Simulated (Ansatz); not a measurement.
BH8NSi2 (`[SiH3]BN[SiH3]`) at its PBE0-D4/def2-TZVP geometry, where that method's forces vanish. Charge 0, multiplicity 1.

```xyz
12

Si   -0.5832    1.4819   -1.0417
B    -0.5270   -0.5406   -1.0008
N     0.0424   -1.2854    0.0376
Si    0.8114   -0.6853    1.4934
H     0.0397    2.1459    0.1406
H    -1.9977    1.9468   -1.1228
H     0.1188    1.9828   -2.2581
H    -1.0111   -1.1399   -1.9232
H     0.0104   -2.2920   -0.0553
H     1.9917    0.1493    1.1621
H    -0.1400    0.1143    2.3026
H     1.2445   -1.8779    2.2656
```

What forces (eV/Å) does r2SCAN-D4/def2-TZVPP give on these atoms in Ansatz? (Estimate.)

The calculation gave: 
```
Si1  0.007  0.010  0.015
B2  -0.077  0.090 -0.143
N3   0.042 -0.058  0.076
Si4  0.038  0.008  0.069
H5  -0.016  0.001 -0.029
H6   0.026 -0.003 -0.005
H7  -0.019 -0.005  0.019
H8   0.009  0.006  0.017
H9   0.000 -0.044  0.001
H10 -0.027 -0.019  0.011
H11  0.025 -0.019 -0.017
H12 -0.009  0.033 -0.014
```
